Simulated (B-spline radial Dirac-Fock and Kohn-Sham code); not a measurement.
# Dipole and non-dipole photoemission parameters of Ni³⁺ 3p3/2

System: nickel as Ni³⁺, configuration [Ar] 3d7; threshold 119.7 eV (orbital energy of the model). Model: Dirac-Hartree-Slater photoionisation with a Latter tail; cross sections with all multipoles, angular parameters from the dipole term and its interference with E2. Program: a radial atomic solver.

The run's input, task.json:

```json
{"items": [{
  "Z": 28,
  "q": 3,
  "cfg": [[1, 0, 2], [2, 0, 2], [2, 1, 6], [3, 0, 2], [3, 1, 6], [3, 2, 7]],
  "A": 58,
  "rrms": 3.7757,
  "do": "xps",
  "hv": [77.6, 97.0, 149.0, 158.0, 175.0, 190.0, 200, 245.0, 428.0, 430.0, 478.0, 482.0, 497.0, 523.0, 576.0, 600, 800, 1000, 1230.0, 1253.6, 1340.0, 1486.9, 1740.0, 3410.0, 3520.0, 4270.0, 5370.0, 5414.7, 8160.0, 15000]
}]}
```

Launch: `python xray2_run.py task.json out`

```
hν (eV)  σ (kb)      β       γ      δ
    149     582  0.360   0.095  0.048
    158     600  0.555   0.130  0.038
    175     621  0.826   0.157  0.025
    190     610  0.992   0.159  0.016
    200     600  1.076   0.148  0.012
    245     530  1.317   0.090  0.003
    428     267  1.586  -0.022  0.001
    430     265  1.587  -0.023  0.001
    478     223  1.606  -0.021  0.001
    482     220  1.607  -0.020  0.002
    497     209  1.611  -0.018  0.002
    523     191  1.616  -0.013  0.002
    576     161  1.624   0.000  0.003
    600     149  1.626   0.007  0.003
    800    84.7  1.622   0.083  0.006
   1000    52.2  1.599   0.169  0.009
   1230    32.3  1.563   0.264  0.012
 1253.6    30.8  1.559   0.274  0.013
   1340    26.3  1.545   0.308  0.014
 1486.9       ?      ?       ?      ?
   1740    13.6  1.481   0.450  0.021
   3410    2.16  1.249   0.849  0.056
   3520    1.97  1.236   0.868  0.059
   4270    1.11  1.155   0.982  0.076
   5370   0.551  1.053   1.113  0.101
 5414.7   0.537  1.049   1.118  0.102
   8160   0.145  0.857   1.334  0.162
  15000  0.0185  0.571   1.579  0.296
```

Task: Give the values at Al Kα (taken as 1486.9 eV).

Result: σ = 20.3 kb, β = 1.521, γ = 0.362, δ = 0.017.

Values without a named source are computed, but for edge energies of neutral atoms, which are taken from tables.
